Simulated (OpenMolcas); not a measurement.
# S III: effect of the active space

* Program: OpenMolcas
* Method: CASSCF
* Basis: ANO-RCC-VDZP
* Scalar Hamiltonian: DKH2, point nucleus
* Spin-orbit coupling: RASSI with atomic mean-field integrals over the reference wave functions, term energies averaged over their components

A. 2 electrons in 3 orbitals (3p); 2S+1 = 3 even, 3 roots; 2S+1 = 1 even, 6 roots; cost about 1.5 core-seconds
B. 4 electrons in 4 orbitals (3s 3p); 2S+1 = 3 even, 6 roots; 2S+1 = 1 even, 12 roots; 2S+1 = 5 odd, 1 root; 2S+1 = 3 odd, 9 roots; 2S+1 = 1 odd, 8 roots; cost about 9 core-seconds

Energies in cm-1 above 3s2 3p2 3P0, the measured ground level; measured values from NIST levels in Podobedova, Kelleher and Wiese, J. Phys. Chem. Ref. Data 38, 171 (2009).

```
      Level      A      B  Measured
3s2 3p2 3P0    0.0    0.0       0.0
3s2 3p2 3P1    256    252       299
3s2 3p2 3P2    733    713       833
3s2 3p2 1D2  14158  14172     11323
3s2 3p2 1S0  34480  25797     27161
```

Deviations, from unrounded energies. A percentage is the sum of absolute deviations over the sum of measured energies, with the sign that they share, or ± where signs differ.

| Against measurement | Levels | A | B |
| --- | --- | --- | --- |
| mean absolute deviation (cm-1) | 4 | 2600 | 1100 |
| fine structure of the ground term (%) | 2 | -12.6 | -14.7 |
| other terms of the ground configuration (%) | 2 | +26.4 | ±11.0 |

B lies closest to measurement on these levels. The largest miss of B in the table is 3s2 3p2 1D2, by +2800 cm-1. The ranking rests on the paired levels alone, and a cruder setting can come out closer through cancelling errors.

Between A and B the level of the table that moves most is 3s2 3p2 1S0, by 8700 cm-1 (lowest in B, highest in A).

With the s shell closed, the reference lacks s² → p² mixing (holds for A). Computed and measured levels are paired by configuration, term and J; levels that our copy of the source lacks, or whose pairing is in doubt (as where it misses far off the trend of its configuration), stay unpaired and out of the deviations. Levels of configurations outside the active space are missing. The table leaves out levels that lie high or whose names do not pair safely across all columns.
